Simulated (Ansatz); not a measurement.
Ideal-gas functions of B2O2, SMILES `O=BB=O` at 600 K and 1 bar, from an Ansatz frequency run at PBE0-D4/def2-TZVP.

Molar mass 53.62 g/mol, point group D∞h (symmetry number 2), electronic degeneracy 1, moments of inertia 144.69 u Å². Harmonic wavenumbers (cm⁻¹, unscaled): 214, 214, 498, 498, 613, 1985, 2158.

Use S(trans) = R[1.5 ln M + 2.5 ln T − 1.1517]; rotational temperatures θ = 24.2544 K / I; S(rot) = R[ln(T/σθ) + 1]; for each mode x = 1.438777 ν̃/T, S = R[x/(eˣ − 1) − ln(1 − e⁻ˣ)] and H = RT x/(eˣ − 1); 1 cm⁻¹ = 0.0119627 kJ/mol; R = 8.31446 J/(mol·K).

Question: By hand: the entropy, in J/(mol·K).

Answer: Translation 173.1. Rotation: θ = 0.1676 K, giving 70.6. Vibration, mode by mode: 13.95, 13.95, 7.32, 7.32, 5.82, 0.41, 0.29, in all 49.1. Electronic 0.0. Sum 292.8 J/(mol·K).

Question: By hand: H − E and G − E in kJ/mol, counted from the electronic energy.

Answer: Zero-point energy ½ × 6180 × 0.0119627 = 37.0; thermal vibration 15.4; translation, rotation and pV give 3.5 RT = 17.5. H − E = 69.9 kJ/mol, and G − E = 69.9 − 600 × 292.8/1000 = -105.8 kJ/mol.

Vibration gives 17 % of the entropy. The sum counts one conformer and one mirror image; others add a mixing term.
